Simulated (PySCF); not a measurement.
## Which determinant of TlF lies lowest?

Unrestricted PBE0; Tl cc-pVDZ-PP with ECP60, F cc-pVDZ; scalar-relativistic core potentials (PySCF 2.14). Outer shells of the fragments: Tl 5d10 6s2 6p1; F 2s2 2p5.

Followed along the bond (rough minima from three points):

```csv
2Ms+1,unpaired,⟨S²⟩ at the start,R at minimum (Å),Te (eV)
1,none,0.00,2.10,0.00
3,"σ ↑, π ↑",2.01,none in the scan,≤ 4.33
```

Solutions found at the starting distance of 2.045 Å, counted from the lowest of them; the search is not exhaustive and high or unbound solutions are not listed, so other states can lie among these:

```csv
2Ms+1,unpaired,term,E (eV),⟨S²⟩,⟨Lz²⟩,μ (D)
1,none,¹Σ⁺,0.00,0.00,0.00,-3.32
3,"σ ↑, π ↑",³Π,4.33,2.01,1.00,-2.06
1,"σ ↓, π ↑",mixed,4.67,1.01,1.00,-1.69
3,σ ↑↑,³Σ⁺,6.01,2.00,0.00,-0.85
3,π ↑↑,mixed,6.29,2.00,2.01,1.84
3,π ↑↑,mixed,6.40,2.00,2.01,1.88
3,"σ ↑, π ↑",³Π,7.68,2.00,1.00,2.20
```

A term symbol is given only where ⟨S²⟩ and ⟨Lz²⟩ are close to those of a pure state; real π, δ and φ orbitals otherwise mix terms. A positive dipole means Tl(−)F(+).

The measured ground state is X ¹Σ+ (Huber and Herzberg, Constants of Diatomic Molecules (1979)).

Spin–orbit coupling is left out, which matters for elements this heavy, above all for dissociation energies. Counting both spins, an empty level lies below a filled one in some of these solutions, because spin and occupation are held.
